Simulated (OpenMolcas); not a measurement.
A calculation on Ar4+.

| Item | Value |
| --- | --- |
| Program | OpenMolcas |
| Method | RASSCF |
| Basis | ANO-RCC-VTZP [5s4p2d1f] |
| Scalar Hamiltonian | DKH2, point nucleus |
| Active space | 4 electrons in 9 orbitals (RAS2 3s 3p; RAS3 3d, at most 2 electrons) |
| State averaging | 2S+1 = 3 even, 6 roots; 2S+1 = 1 even, 12 roots; 2S+1 = 5 odd, 1 root; 2S+1 = 3 odd, 9 roots; 2S+1 = 1 odd, 8 roots |
| Spin-orbit coupling | RASSI with atomic mean-field integrals over the reference wave functions, term energies averaged over their components |

Which level of the active space comes out lowest?

3s2 3p2 3P0, with 100 % of that term; it is also the measured ground level.

How high does 3s2 3p2 3P1 lie?

676 cm-1 above the lowest level; measured 763 cm-1 above the ground level, so the calculation is off by -11 %.

How high does 3s2 3p2 3P2 lie?

1842 cm-1 above the lowest level; measured 2029 cm-1 above the ground level, so the calculation is off by -9 %.

How high does 3s 3p3 3P* 2 lie?

143994 cm-1 above the lowest level; measured 141763 cm-1 above the ground level, so the calculation is off by +2 %.

Measured values: Saloman, J. Phys. Chem. Ref. Data 39, 033101 (2010).

Configurations are named by rounded mean occupations; where the s occupation lies near a half they are strongly mixed, a name can repeat and a true partner stay unpaired. Active for correlation alone: 3d; no level in the range computed is led by a configuration that fills it, so any true level of that kind is missing. Some terms mix strongly with configurations of 3d, whose occupation reaches 0.44 (3s 3p3 1D*). Measured partners are found by configuration, term and J. A level has none where our copy of the source lacks it or the pairing is in doubt (some pairs that miss far off the trend of their configuration count as doubtful), and it then counts in no deviation. Only configurations of the active space appear.

* marks odd parity.
